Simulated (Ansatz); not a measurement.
Ansatz (a first-principles code) input for B₃H₂O₃, SMILES [B]1OBOBO1 (connectivity only; charge and spin as stated), charge +1, multiplicity 1, PBE0-D3(BJ)/def2-SVP. 

Ansatz 0.2 input:
```yaml
crystal:
  periodic: [false, false, false]
  atoms:
    - {symbol: B, position_ang: [-0.00000000, 0.00000000, -1.21989730]}
    - {symbol: O, position_ang: [0.00000000, 1.18524443, -0.79037776]}
    - {symbol: B, position_ang: [0.00000000, 1.20268587, 0.65548581]}
    - {symbol: O, position_ang: [0.00000000, -0.00000001, 1.22706858]}
    - {symbol: B, position_ang: [-0.00000000, -1.20268588, 0.65548580]}
    - {symbol: O, position_ang: [0.00000000, -1.18524442, -0.79037776]}
    - {symbol: H, position_ang: [-0.00000000, 2.23662296, 1.18706201]}
    - {symbol: H, position_ang: [0.00000000, -2.23662296, 1.18706199]}
basis:
  gaussian:
    orbitals: def2-SVP
hamiltonian:
  xc: pbe0
  dispersion: d3bj
total_charge: 1
relax: {f_tol: 0.002, max_steps: 200}
```

It prints:

```
WARN ansatz: RAYON_NUM_THREADS=1 ignored (pool sized by the plan → 1); use --threads N
Functional definition: PBE0
integrals: 0.05 GiB planned
1023 factors; integrals over basis functions are off by at most 4.0e-4 eV
mean field: 0.35 GiB planned
mean field evaluation 1: about -8170.6149 eV, gradient 9.0e1 eV
mean field evaluation 2: about -8145.3184 eV, gradient 1.4e2 eV
mean field evaluation 4: about -8184.0918 eV, gradient 8.5e0 eV
mean field evaluation 8: about -8184.3202 eV, gradient 4.4e-1 eV
mean field evaluation 16: about -8184.3207 eV, gradient 5.2e-5 eV
mean field -8184.32072634 eV, -300.7682391613 hartree, gradient 5.2e-5 eV, S^2 0.000000; 0 other end points of the search recorded, 0 dependent functions left out
the calculation of the forces begins
reference -8184.32075258 eV, -300.7682401256 hartree; 20, 20 occupied and 74, 74 virtual orbitals, 1023 factors
relax step   1: F+E_penalty+E_count = -8184.45234459 eV  Δ(F+E_penalty+E_count) = +0.000e0 eV  max|allowed force component| = 1.101e0 eV/Å  Δτ_max = 0.0000 Å  (28 SCF iters, accepted)
these checks for a lower state are left out or cut short: starts, cluster_reference, orbital_swaps, neighbouring_geometries, increment
integrals: 0.05 GiB planned
1023 factors; integrals over basis functions are off by at most 4.8e-4 eV
mean field: 0.35 GiB planned
mean field -8184.40919361 eV, -300.7714902734 hartree, gradient 1.6e-5 eV, S^2 0.000000; 0 other end points of the search recorded, 0 dependent functions left out
the calculation of the forces begins
reference -8184.40921990 eV, -300.7714912394 hartree; 20, 20 occupied and 74, 74 virtual orbitals, 1023 factors
relax step   2: F+E_penalty+E_count = -8184.54028649 eV  Δ(F+E_penalty+E_count) = -8.794e-2 eV  max|allowed force component| = 8.358e-1 eV/Å  Δτ_max = 0.0345 Å  (32 SCF iters, accepted)
these checks for a lower state are left out or cut short: starts, cluster_reference, orbital_swaps, neighbouring_geometries, increment
integrals: 0.05 GiB planned
1023 factors; integrals over basis functions are off by at most 5.2e-4 eV
mean field: 0.35 GiB planned
mean field evaluation 32: about -8184.4476 eV, gradient 1.7e-5 eV
mean field -8184.44758908 eV, -300.7729012809 hartree, gradient 1.7e-5 eV, S^2 0.000000; 0 other end points of the search recorded, 0 dependent functions left out
the calculation of the forces begins
reference -8184.44761536 eV, -300.7729022466 hartree; 20, 20 occupied and 74, 74 virtual orbitals, 1023 factors
relax step   3: F+E_penalty+E_count = -8184.57768547 eV  Δ(F+E_penalty+E_count) = -3.740e-2 eV  max|allowed force component| = 6.025e-1 eV/Å  Δτ_max = 0.0219 Å  (32 SCF iters, accepted)
these checks for a lower state are left out or cut short: starts, cluster_reference, orbital_swaps, neighbouring_geometries, increment
integrals: 0.05 GiB planned
1023 factors; integrals over basis functions are off by at most 5.2e-4 eV
mean field: 0.35 GiB planned
mean field -8184.45866361 eV, -300.7733082623 hartree, gradient 2.0e-5 eV, S^2 0.000000; 0 other end points of the search recorded, 0 dependent functions left out
the calculation of the forces begins
reference -8184.45868982 eV, -300.7733092256 hartree; 20, 20 occupied and 74, 74 virtual orbitals, 1023 factors
relax step   4: F+E_penalty+E_count = -8184.58789324 eV  Δ(F+E_penalty+E_count) = -1.021e-2 eV  max|allowed force component| = 2.568e-1 eV/Å  Δτ_max = 0.0193 Å  (31 SCF iters, accepted)
these checks for a lower state are left out or cut short: starts, cluster_reference, orbital_swaps, neighbouring_geometries, increment
integrals: 0.05 GiB planned
1023 factors; integrals over basis functions are off by at most 5.1e-4 eV
mean field: 0.35 GiB planned
mean field -8184.46139471 eV, -300.7734086283 hartree, gradient 2.0e-5 eV, S^2 0.000000; 0 other end points of the search recorded, 0 dependent functions left out
the calculation of the forces begins
reference -8184.46142087 eV, -300.7734095899 hartree; 20, 20 occupied and 74, 74 virtual orbitals, 1023 factors
relax step   5: F+E_penalty+E_count = -8184.59015153 eV  Δ(F+E_penalty+E_count) = -2.258e-3 eV  max|allowed force component| = 1.345e-2 eV/Å  Δτ_max = 0.0118 Å  (31 SCF iters, accepted)
these checks for a lower state are left out or cut short: starts, cluster_reference, orbital_swaps, neighbouring_geometries, increment
integrals: 0.05 GiB planned
1023 factors; integrals over basis functions are off by at most 5.1e-4 eV
mean field: 0.35 GiB planned
mean field -8184.46143399 eV, -300.7734100720 hartree, gradient 8.7e-5 eV, S^2 0.000000; 0 other end points of the search recorded, 0 dependent functions left out
the calculation of the forces begins
reference -8184.46146016 eV, -300.7734110336 hartree; 20, 20 occupied and 74, 74 virtual orbitals, 1023 factors
relax step   6: F+E_penalty+E_count = -8184.59016995 eV  Δ(F+E_penalty+E_count) = -1.841e-5 eV  max|allowed force component| = 5.563e-3 eV/Å  Δτ_max = 0.0010 Å  (22 SCF iters, accepted)
these checks for a lower state are left out or cut short: starts, cluster_reference, orbital_swaps, neighbouring_geometries, increment
integrals: 0.05 GiB planned
1023 factors; integrals over basis functions are off by at most 5.1e-4 eV
mean field: 0.35 GiB planned
mean field -8184.46142974 eV, -300.7734099156 hartree, gradient 2.6e-5 eV, S^2 0.000000; 0 other end points of the search recorded, 0 dependent functions left out
the calculation of the forces begins
reference -8184.46145590 eV, -300.7734108772 hartree; 20, 20 occupied and 74, 74 virtual orbitals, 1023 factors
relax step   7: F+E_penalty+E_count = -8184.59017022 eV  Δ(F+E_penalty+E_count) = -2.703e-7 eV  max|allowed force component| = 3.662e-3 eV/Å  Δτ_max = 0.0002 Å  (19 SCF iters, accepted)
these checks for a lower state are left out or cut short: starts, cluster_reference, orbital_swaps, neighbouring_geometries, increment
integrals: 0.05 GiB planned
1023 factors; integrals over basis functions are off by at most 5.1e-4 eV
mean field: 0.35 GiB planned
mean field evaluation 64: about -8184.4614 eV, gradient 2.5e-5 eV
mean field -8184.46143462 eV, -300.7734100951 hartree, gradient 2.5e-5 eV, S^2 0.000000; 0 other end points of the search recorded, 0 dependent functions left out
the calculation of the forces begins
reference -8184.46146079 eV, -300.7734110567 hartree; 20, 20 occupied and 74, 74 virtual orbitals, 1023 factors
relax step   8: F+E_penalty+E_count = -8184.59017061 eV  Δ(F+E_penalty+E_count) = -3.896e-7 eV  max|allowed force component| = 3.769e-4 eV/Å  Δτ_max = 0.0001 Å  (20 SCF iters, accepted)
integrals: 0.05 GiB planned
1023 factors; integrals over basis functions are off by at most 5.1e-4 eV
mean field: 0.35 GiB planned
mean field -8184.46143462 eV, -300.7734100951 hartree, gradient 2.5e-5 eV, S^2 0.000000; 1 other end points of the search recorded, 0 dependent functions left out
the calculation of the forces begins
reference -8184.46146079 eV, -300.7734110567 hartree; 20, 20 occupied and 74, 74 virtual orbitals, 1023 factors
Total energy: -8184.59019677 eV, -300.7781420169 hartree
Atom 0 at    -0.000000    -0.000000    -1.163381 Å, force     0.000000    -0.000000    -0.000303 eV/Å
Atom 1 at     0.000000     1.224880    -0.823896 Å, force    -0.000000     0.000377     0.000110 eV/Å
Atom 2 at     0.000000     1.235574     0.647625 Å, force    -0.000000     0.000208     0.000125 eV/Å
Atom 3 at     0.000000    -0.000000     1.213833 Å, force     0.000000     0.000000    -0.000098 eV/Å
Atom 4 at     0.000000    -1.235574     0.647625 Å, force    -0.000000    -0.000208     0.000125 eV/Å
Atom 5 at    -0.000000    -1.224880    -0.823896 Å, force     0.000000    -0.000377     0.000110 eV/Å
Atom 6 at    -0.000000     2.284183     1.206801 Å, force     0.000000    -0.000003    -0.000034 eV/Å
Atom 7 at    -0.000000    -2.284183     1.206801 Å, force     0.000000     0.000003    -0.000034 eV/Å
Dipole moment:     0.000000     0.000000    -0.334281 e Å
```

The run converged.
